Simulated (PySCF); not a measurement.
Species: C8H8B (charge -1).
Geometry (GFN2-xTB, Å), atoms numbered from 1 in this order:
```xyz
17
C8H8B angstrom
C      3.840    0.143   -0.060
C      2.389    0.089    0.033
C      1.185    0.045    0.110
C     -0.219   -0.008    0.201
C     -0.886   -1.231    0.024
C     -2.254   -1.331    0.100
B     -3.096   -0.113    0.384
C     -2.316    1.163    0.567
C     -0.946    1.164    0.470
H      4.276   -0.832    0.177
H      4.244    0.879    0.643
H      4.160    0.424   -1.070
H     -0.267   -2.109   -0.180
H     -2.670   -2.333   -0.055
H     -4.293   -0.157    0.459
H     -2.781    2.132    0.781
H     -0.372    2.086    0.599
```

PySCF closed-shell single points with density fitting, gas phase. The input was altered on purpose; the results of an altered input aren't properties of the species above.

Task: What comes out at PBE0/pcSseg-1 with: at most 56 cycles, bond C1–C2 scaled by 0.1?

Result: E = -268.3349 Eh; HOMO -1.27 eV, LUMO -0.10 eV (gap 1.17 eV), in 24 cycles. The distance C1···C2 goes from 1.455 to 0.145 Å, the nuclear repulsion from 347.68 to 452.91 Eh. Only C2 was moved, along that bond; its nearest neighbour is now C1 at 0.145 Å.

Coordinates of the altered input:
```
atom  x, y, z in Å
C1     3.8398    0.1433   -0.0601
C2     3.6948    0.1379   -0.0508
C3     1.1848    0.0447    0.1103
C4    -0.2186   -0.0076    0.2014
C5    -0.8864   -1.2312    0.0238
C6    -2.2545   -1.3306    0.1004
B7    -3.0961   -0.1133    0.3845
C8    -2.3164    1.1631    0.5669
C9    -0.9461    1.1642    0.4700
H10    4.2758   -0.8319    0.1772
H11    4.2439    0.8789    0.6425
H12    4.1599    0.4240   -1.0697
H13   -0.2667   -2.1090   -0.1805
H14   -2.6701   -2.3325   -0.0552
H15   -4.2926   -0.1574    0.4587
H16   -2.7813    2.1322    0.7807
H17   -0.3715    2.0859    0.5993
```

The SCF part of the output:
```
final grid: 143848 points
cycle   1  E = -267.2099071696  dE =  2.207e+01  |g| = 2.223e+00  |ddm| = 8.708e+01
cycle   2  E = -260.7725802608  dE =  6.437e+00  |g| = 3.462e+00  |ddm| = 8.251e+01
cycle   3  E = -266.7718534322  dE = -5.999e+00  |g| = 1.901e+00  |ddm| = 1.507e+02
cycle   4  E = -268.2150150652  dE = -1.443e+00  |g| = 3.850e-01  |ddm| = 8.930e+01
cycle   5  E = -266.0804070276  dE =  2.135e+00  |g| = 1.632e+00  |ddm| = 2.111e+01
cycle   6  E = -267.9505685949  dE = -1.870e+00  |g| = 9.164e-01  |ddm| = 9.845e+00
cycle   7  E = -268.1916817471  dE = -2.411e-01  |g| = 5.609e-01  |ddm| = 1.668e+00
cycle   8  E = -268.2329031606  dE = -4.122e-02  |g| = 4.567e-01  |ddm| = 7.440e+00
cycle   9  E = -268.3237491032  dE = -9.085e-02  |g| = 1.446e-01  |ddm| = 4.141e+00
cycle  10  E = -268.3340495439  dE = -1.030e-02  |g| = 4.514e-02  |ddm| = 1.478e+00
cycle  11  E = -268.3345958947  dE = -5.464e-04  |g| = 2.347e-02  |ddm| = 1.538e+00
cycle  12  E = -268.3348026445  dE = -2.067e-04  |g| = 7.371e-03  |ddm| = 2.100e-01
cycle  13  E = -268.3348288713  dE = -2.623e-05  |g| = 4.146e-03  |ddm| = 7.701e-02
cycle  14  E = -268.3348414657  dE = -1.259e-05  |g| = 2.796e-03  |ddm| = 6.016e-02
cycle  15  E = -268.3348472585  dE = -5.793e-06  |g| = 7.505e-04  |ddm| = 6.745e-02
cycle  16  E = -268.3348499323  dE = -2.674e-06  |g| = 6.870e-04  |ddm| = 5.943e-02
cycle  17  E = -268.3348509979  dE = -1.066e-06  |g| = 4.362e-04  |ddm| = 3.006e-02
cycle  18  E = -268.3348528774  dE = -1.880e-06  |g| = 4.992e-04  |ddm| = 5.451e-02
cycle  19  E = -268.3348531822  dE = -3.048e-07  |g| = 4.547e-04  |ddm| = 1.850e-02
cycle  20  E = -268.3348539731  dE = -7.909e-07  |g| = 2.537e-04  |ddm| = 4.744e-02
cycle  21  E = -268.3348540977  dE = -1.246e-07  |g| = 6.361e-05  |ddm| = 2.127e-02
cycle  22  E = -268.3348540971  dE =  6.012e-10  |g| = 7.568e-05  |ddm| = 8.647e-03
cycle  23  E = -268.3348541006  dE = -3.550e-09  |g| = 1.617e-05  |ddm| = 2.559e-03
cycle  24  E = -268.3348541008  dE = -2.387e-10  |g| = 9.072e-06  |ddm| = 2.313e-03
converged SCF energy = -268.3348541008
```
